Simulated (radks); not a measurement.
Problem. All-electron atom: Se4+ in [Ar] 3d10 4s2. All-electron calculation, Dirac Kohn-Sham, BLYP, spin-unpolarised, spherical densities, finite nucleus; Fermi nuclear charge, rms radius 4.14 fm. Program: a radial shooting solver on a logarithmic mesh with Libxc functionals. Some entries of the table are withheld. Estimate them.

orbital,occ.,eigenvalue (hartree),<r> (bohr),<r^2> (bohr^2)
1s1/2,2,(1),(2),0.002616
2s1/2,2,-60.95412,0.1957,0.04521
2p1/2,2,-54.89362,(3),0.03484
2p3/2,4,-53.35710,(4),0.03630
3s1/2,2,-9.71930,0.5735,0.3788
3p1/2,2,(5),0.5815,0.3967
3p3/2,4,(6),0.5919,0.4110
3d3/2,4,-3.84750,0.6215,0.4801
3d5/2,6,-3.81418,0.6256,0.4864
4s1/2,2,-2.27309,1.591,2.856

Solution. 
(1) 1s1/2 eigenvalue (hartree): -461.4486
(2) 1s1/2 <r> (bohr): 0.04408
(3) 2p1/2 <r> (bohr): 0.1685
(4) 2p3/2 <r> (bohr): 0.1723
(5) 3p1/2 eigenvalue (hartree): -7.64539
(6) 3p3/2 eigenvalue (hartree): -7.42854
